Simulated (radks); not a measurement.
Spherical jellium clusters: N electrons in a uniform positive sphere of charge N and radius rs N^(1/3), rs = 5.76 bohr. Method: non-relativistic Kohn-Sham, LDA (Slater exchange, Perdew-Wang correlation), spin-polarised, spherical densities; computed with a radial shooting solver with Libxc functionals. Levels are named by radial order and angular momentum (1s, 1p, 1d, 2s, ...), and open shells are averaged over m.

N = 12, configuration 1s2 1p6 1d(up 4, down 0). This is the lowest configuration that the search found. Occupied and some empty levels:

| level | occupation | eigenvalue (eV) | <r> (bohr) |
|---|---|---|---|
| 1s up | 1 | -3.3094 | 8.620 |
| 1s down | 1 | -3.0898 | 8.226 |
| 1p up | 3 | -2.8374 | 9.902 |
| 1p down | 3 | -2.5694 | 9.827 |
| 1d up | 4 | -2.2026 | 10.90 |
| 1d down | 0 | -1.9246 | 10.99 |
| 2s up | 0 | -1.7632 | 9.057 |
| 2s down | 0 | -1.6431 | 9.293 |
| 1f up | 0 | -1.4502 | 11.85 |
| 1f down | 0 | -1.1855 | 12.09 |
| 2p up | 0 | -0.98617 | 11.54 |
| 2p down | 0 | -0.85402 | 11.81 |

Energy (eV): total -20.5356, kinetic 11.408, external -354.97, Hartree 177.12, exchange-correlation -32.371, background 178.29.

Electron density:

| r (bohr) | n(r) (e/bohr^3) |
|---|---|
| 0.415 | 0.0005993 |
| 1.98 | 0.0007020 |
| 3.54 | 0.0009229 |
| 5.11 | 0.001217 |
| 6.67 | 0.001494 |
| 8.23 | 0.001609 |
| 9.80 | 0.001417 |
| 11.4 | 0.0009479 |
| 12.9 | 0.0004570 |
| 14.5 | 0.0001664 |
| 16.1 | 0.00005065 |
| 17.6 | 0.00001372 |
| 19.2 | 3.509e-06 |
| 20.7 | 8.653e-07 |
